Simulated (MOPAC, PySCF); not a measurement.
Breaking a bond: LiNa, singlet.

Methods: PM3, restricted, heats of formation (MOPAC); RHF/LANL2DZ = restricted Hartree-Fock/LANL2DZ, with its core potentials past Ne run with PySCF; RCCSD(T) = CCSD(T) on RHF/cc-pVTZ, 1 core orbital frozen in PySCF 2.14.0.

Energies are in mEh, each relative to the lowest point of its own curve near equilibrium.

```csv
R / Å,PM3,RHF/LANL2DZ,RCCSD(T)
2.33,0.6,17.1,10.2
2.49,0.0,9.7,4.7
2.64,0.1,4.9,1.7
2.75,(withheld),2.6,0.5
2.82,1.3,1.5,0.1
2.93,2.6,0.5,0.0
3.01,3.8,0.1,0.2
3.08,(withheld),0.0,0.7
3.25,9.1,0.6,(withheld)
3.37,12.5,1.6,3.8
3.61,20.4,4.7,7.4
3.91,31.7,9.7,12.4
4.39,51.1,18.8,19.8
4.87,69.3,28.1,25.2
5.33,84.4,36.3,28.5
5.86,89.0,44.8,(withheld)
6.39,93.8,52.1,31.4
7.17,(withheld),60.9,31.9
7.92,(withheld),67.4,32.0
8.84,106.0,73.5,32.0
```

Q: Some entries are withheld; supply them.

A: 
- 2.75, PM3: 0.7
- 3.08, PM3: 5.1
- 3.25, RCCSD(T): 2.2
- 5.86, RCCSD(T): 30.5
- 7.17, PM3: 98.9
- 7.92, PM3: 102.5

The restricted form behind PM3, RHF/LANL2DZ keeps the bonding electrons paired and can't separate into open-shell fragments. The T1 diagnostic of CCSD on the restricted reference of RCCSD(T) exceeds 0.045 at 6.39 to 8.84 Å.
